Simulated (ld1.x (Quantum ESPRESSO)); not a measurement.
# Before and after: TM potential for sulfur (S)

```
Element                 : S
Generator               : ld1.x (Quantum ESPRESSO) 7.5
Type                    : norm-conserving Troullier–Martins (Kleinman–Bylander form)
Functional              : PBE
Relativity              : scalar-relativistic
Frozen core             : [Ne]
Valence charge          : 6
Reference configuration : 3s2 3p4
Partial waves           : 3p (bound): rc 1.15 bohr; 3s (bound): rc 1.30 bohr
Local potential         : the s channel
Core correction         : a·sin(br)/r model core inside 0.85 bohr
```

Change: wave 3p (bound): rc 1.15 bohr becomes 3p (bound): rc 1.70 bohr.

Cutoffs: the cutoffs (Ry, on a coarse ladder) from which the occupation-weighted sum of valence levels, in a spherical-Bessel basis at the reference potential, stays within 10 and 1 mRy of its value at 400 Ry; they do not see the model core or the augmentation charge, which bear on the density cutoff. Errors are all-electron minus pseudo energies relative to the spin-unpolarised reference configuration.

Problem. Predict the effect on cutoff, ghosts and configuration errors.

Solution. The potential gets softer (80 Ry and 160 Ry → 40 Ry and 60 Ry); of the 7 tests that both files solve, the error grows in 2 and shrinks in 3 by more than 15 % and 0.3 meV (median size 9.2 → 5.2 meV); neither file shows a bound ghost. A larger radius leaves more room for a smooth pseudo-wave, so fewer plane waves are needed.

```csv
quantity,base,changed
"cutoff, loose",80 Ry,40 Ry
"cutoff, tight",160 Ry,60 Ry
loose cutoff by channel (10 mRy a level),"p 70 Ry, s 21 Ry","p 10 Ry, s 21 Ry"
bound ghosts,none,none
"error for 3s2 3p3, meV [ΔE 11.77 eV]",+3.7,+3.1
"error for 3s2 3p2, meV [ΔE 34.05 eV]",+23,+24
"error for 3s2 3p1, meV [ΔE 68.09 eV]",+69,+81
"error for 3s1 3p5, meV [ΔE 10.31 eV]",+1.7,-0.7
"error for 3s1 3p4, meV [ΔE 22.65 eV]",+9.2,+5.2
"error for 3s2 3p0, meV [ΔE 114.89 eV]",+140,+195
"error for 3s2 3p3.5, meV [ΔE 4.66 eV]",+0.6,+0.4
```
